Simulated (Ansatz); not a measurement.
Geometry optimisation, RKS PBE/def2-SVP (Ansatz 0.2.0).

Input:

```yaml
crystal:
  periodic: [false, false, false]
  atoms:
    - { symbol: B, position_ang: [-0.003349, -0.201454, -0.181788] }
    - { symbol: F, position_ang: [-0.029053, -0.690555, 1.072329] }
    - { symbol: "N", position_ang: [1.235787, -0.122969, -0.859981] }
    - { symbol: H, position_ang: [2.095374, -0.129673, -0.314071] }
    - { symbol: H, position_ang: [1.33362, 0.357099, -1.751682] }
    - { symbol: "N", position_ang: [-1.276226, 0.126103, -0.767232] }
    - { symbol: H, position_ang: [-2.121769, -0.28386, -0.368785] }
    - { symbol: H, position_ang: [-1.369156, 0.320735, -1.763634] }
    - { symbol: O, position_ang: [-0.22205, 2.071566, 1.099079] }
    - { symbol: H, position_ang: [-0.880526, 1.78109, 0.429454] }
    - { symbol: H, position_ang: [-0.264453, 1.313019, 1.733111] }
basis:
  gaussian: { orbitals: def2-SVP }
hamiltonian:
  xc: pbe
relax:
  f_tol: 0.03
  max_steps: 50
output:
  orbitals: {}
```

Run as:

```bash
$ ansatz run input.yaml --threads 2 --pin off --max-ram 3072MiB --backend cpu --events-out ev --progress --plain --runs-dir out
```

Problem. Where does it end, and by what steps?

Solution. It converged. The force dipped under the threshold on the way, but the program's further checks kept it going. After 14 steps the energy has fallen by 0.065 eV; H11 moved furthest, 0.39 Å.

```csv
step,energy less start (eV),largest force component (eV/Å),accepted
0,0.0000,0.812,yes
1,-0.0370,0.846,yes
2,0.1530,1.770,no
3,-0.0548,0.429,yes
4,-0.0600,0.130,yes
5,-0.0495,0.411,no
6,-0.0623,0.051,yes
7,-0.0631,0.017,yes
8,-0.0639,0.066,yes
9,-0.0641,0.100,yes
10,-0.0645,0.070,yes
11,-0.0647,0.038,yes
12,-0.0648,0.037,yes
13,-0.0649,0.036,yes
14,-0.0649,0.020,yes
```

```xyz
11
Properties=species:S:1:pos:R:3
B 0.043 -0.309 -0.233
F 0.044 -0.891 0.997
N 1.268 -0.173 -0.925
H 2.150 -0.312 -0.434
H 1.363 0.347 -1.795
N -1.231 0.123 -0.741
H -2.081 -0.288 -0.352
H -1.349 0.421 -1.710
O -0.399 2.253 1.153
H -0.889 1.745 0.466
H -0.422 1.625 1.900
```

Whether the end is a true minimum wasn't checked by a vibrational analysis.

The run took 2 min on 2 threads of AMD EPYC (Zen 3), on a shared host, peak memory 0.16 GiB.
